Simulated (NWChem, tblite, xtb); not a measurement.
## GeH2SCl (SMILES [SH][GeH][Cl]): methods side by side

GeH2SCl has 5 atoms, charge 0, and is taken as a doublet. SMILES: `[SH][GeH][Cl]`. The shape is that of a PBE0-D4/def2-TZVP optimisation. This is one conformer, not always the lowest.

| atom | x (Å) | y (Å) | z (Å) |
| --- | --- | --- | --- |
| S | -1.5099 | 0.4450 | 0.2529 |
| Ge | 0.4545 | -0.5771 | 0.3540 |
| Cl | 1.7168 | 0.0529 | -1.2911 |
| H | -1.7330 | 0.0864 | -1.0226 |
| H | 1.1215 | -0.0807 | 1.6652 |

Each level gives the dipole moment (D). The values are calculated.

```json
{"level": "GFN1-xTB", "kind": "semi-empirical", "program": "tblite", "value (D)": "1.71", "CPU time": "under 2 s"}
{"level": "IPEA1-xTB", "kind": "semi-empirical", "program": "tblite", "value (D)": "2.25", "CPU time": "under 2 s"}
{"level": "GFN2-xTB", "kind": "semi-empirical", "program": "xtb", "value (D)": "1.11", "CPU time": "under 2 s"}
{"level": "GFN0-xTB", "kind": "semi-empirical", "program": "xtb", "value (D)": "1.32", "CPU time": "under 2 s"}
{"level": "UHF/STO-3G", "kind": "Hartree–Fock", "program": "NWChem", "value (D)": "2.70", "CPU time": "4.7 s"}
{"level": "UHF/3-21G", "kind": "Hartree–Fock", "program": "NWChem", "value (D)": "2.52", "CPU time": "5.8 s"}
{"level": "UBP86/6-31G", "kind": "GGA", "program": "NWChem", "value (D)": "1.38", "CPU time": "31 s"}
{"level": "UB3LYP/6-31G* (spherical functions)", "kind": "global hybrid", "program": "NWChem", "value (D)": "1.24", "CPU time": "42 s"}
{"level": "UB3LYP/6-31G* (Cartesian functions)", "kind": "global hybrid", "program": "NWChem", "value (D)": "1.24", "CPU time": "47 s"}
```

All-electron rows without a relativistic Hamiltonian named are non-relativistic. The values span 1.11 to 2.70 D. Sets without polarisation functions give poor dipoles. CPU times are rough (shared hosts, several kinds of processor): they show what a rung costs within a factor of a few.
